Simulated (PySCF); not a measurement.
Harmonic spectrum computed at PBE0 in the def2-TZVP basis family (core potentials from Rb on, PySCF, no spin–orbit coupling):

| ω (cm⁻¹) | IR (km/mol) |
| --- | --- |
| 382 | 4.3 |
| 1016 | 152 |
| 1080 | 23.2 |

Task: Which molecule gave it? In each, all ligands are bound to the one heavy central atom.
A. TaO₂⁺ (singlet)
B. TcO₂⁺ (triplet)
C. OsO₂⁺ (doublet)
D. IO₂⁺ (singlet)

Result: A. It has C2v symmetry with Ta–O 1.688 Å (×2).
